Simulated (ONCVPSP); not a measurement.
Before and after: ONCV potential for Al

ONCVPSP 4.0.1 input, shortened (lines: element, Z, core and valence counts, functional; n l f; lmax; l rc ep ncon nbas qcut; lloc lpopt rc5 dvloc0; l nproj debl; icmod fcfact rcfact), PBE, fully relativistic:

```
  Al 13.00    3    2        4      upf
    1    0    2.00
    2    0    2.00
    2    1    6.00
    3    0    2.00
    3    1    1.00
    2
    0    2.25    0.00    3    6    3.40
    1    2.00    0.00    4    7    4.40
    2    1.85    0.16    4    7    5.10
    4    3    1.20   -1.00
    0    2    1.80
    1    3    1.20
    2    2    2.50
    0    0.00    0.00
```

Open shells are filled in proportion to 2j + 1.

Change: s: qcut 3.8.

Cutoffs: the cutoffs (Ha) at which the residual kinetic energy of the hardest occupied pseudo-wave falls to 1 and 0.1 mHa per electron; they do not see the model core or the augmentation charge, which bear on the density cutoff. Errors are all-electron minus pseudo energies relative to the spin-unpolarised reference configuration.

Q: How do hardness, ghosts and transferability respond?

A: The potential gets neither clearly harder nor softer (4.6 Ha and 7.3 Ha → 5.0 Ha and 6.6 Ha); both files keep a bound ghost (p); of the 4 tests that both files solve, the error grows in 2 and shrinks in 0 by more than 15 % and 0.3 meV (median size 7.6 → 8.9 meV).

| quantity | base | changed |
| --- | --- | --- |
| cutoff, loose | 4.6 Ha | 5.0 Ha |
| cutoff, tight | 7.3 Ha | 6.6 Ha |
| loose cutoff by channel | s 4.6 Ha, p 2.1 Ha | s 5.0 Ha, p 2.1 Ha |
| bound ghosts | p3/2, p1/2 | p3/2, p1/2 |
| GHOST(+) flags under 300 eV | s at 90.5 eV | s at 93.4 eV |
| error for 3s2 3p0, meV [ΔE 5.76 eV] | -3.0 | -3.5 |
| error for 3s1 3p0, meV [ΔE 24.99 eV] | +12 | +14 |
| error for 3s2 3p0.5, meV [ΔE 2.09 eV] | -0.5 | -0.6 |
| error for 3s0 3p3, meV [ΔE 10.45 eV] | +22 | +22 |
| s: phases at 2.28 bohr within 0.05 rad from the reference energy up to (Ha; the scan ends near 5) | 2.3 | 2.4 |
| p3/2: phases at 2.03 bohr within 0.05 rad from the reference energy up to (Ha; the scan ends near 5) | 4.0 | 4.0 |
| p1/2: phases at 2.03 bohr within 0.05 rad from the reference energy up to (Ha; the scan ends near 5) | 4.0 | 4.0 |
| d5/2: phases at 1.88 bohr within 0.05 rad from the reference energy up to (Ha; the scan ends near 5) | to the end of the scan | to the end of the scan |
| d3/2: phases at 1.88 bohr within 0.05 rad from the reference energy up to (Ha; the scan ends near 5) | to the end of the scan | to the end of the scan |

Base: The cutoffs count occupied waves only; projector 3 of the p channel, the hardest unoccupied one, needs 58 Ha at the loose tolerance. Changed file: The cutoffs count occupied waves only; projector 3 of the p channel, the hardest unoccupied one, needs 58 Ha at the loose tolerance. A true bound ghost makes a file unfit for plane-wave use even where its test errors are small: the radial tests pick states by their node count and pass the ghost by.
